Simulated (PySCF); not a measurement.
Two-component Hartree-Fock for Pd⁴⁴⁺ (palladium, charge +44)

Start: 1s2. Calculated with PySCF 2.14 in an even-tempered Gaussian basis (16 s from 9.8 bohr⁻², ratio 2.6; 12 p from 13 bohr⁻², ratio 2.6; 6 d from 13 bohr⁻², ratio 2.8; 3 f from 560 bohr⁻², ratio 2.8): generalised Hartree-Fock with the X2C-1e Hamiltonian and a Gaussian nucleus; spin-orbit coupling (SO) screened by Boettger's factors.

| spinor shell | electrons | ε, screened SO (eV) | weight of nominal j (screened SO) | rms radius, screened SO (bohr) |
| --- | --- | --- | --- | --- |
| 1s1/2 | 2 | -28819.0 | 1.000 | 0.0362 |

```
   quantity  screened SO
E (hartree)  -2148.57201
        M_J            0
       ⟨J²⟩        0.000
       ⟨L²⟩        0.000
       ⟨S²⟩        0.000
```

Breit and QED terms are absent; they matter most for the inner s and p1/2 levels.

Densities and radii are taken from the X2C orbitals without a picture-change correction, which distorts them close to the nucleus.
